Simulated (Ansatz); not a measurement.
Calculated with Ansatz (gas phase, PBE0-D4/def2-TZVP geometries, no zero-point term in ΔE). CBS: MP2 limit from def2 TZ/QZ plus the TZ coupled-cluster correction, frozen cores. This one scheme is used for every species. Functionals use def2-TZVPP. B3LYP here is the variant with VWN-RPA as its local correlation; programs differ in this. Triplets are unrestricted, without spin–orbit coupling. One conformer a species, not always the lowest.

`CO[SiH2]CS` → `[CH2]` (triplet) + `O[SiH2]CS`  (formal loss of a carbene)

```tsv
level	ΔE (kcal/mol)	difference from CCSD(T)/CBS
PBE-D4	92.1	2.0
B97M-V	91.1	1.0
B3LYP-D4	90.3	0.2
r2SCAN0-D4	84.1	-6.0
CAM-B3LYP-D4	91.4	1.3
revPBE	85.0	-5.1
r2SCAN0	83.6	-6.5
CCSD(T)/def2-SVP	89.0	-1.1
HF/def2-QZVPP	58.4	-31.7
MP2/CBS(def2)	91.9	1.8
CCSD(T)/CBS	90.1	0
```

Largest T1 diagnostic among the species: 0.011.

From PBE to PBE0 (25 % exact exchange), in def2-TZVPP and without D4, ΔE moves by −2.0 kcal/mol. The D4 term adds +2.2 kcal/mol with B3LYP and +1.2 kcal/mol with PBE0; it sums over pairs of atoms, weighted by their polarisabilities, and B3LYP, whose exchange is more repulsive, gets the larger term.
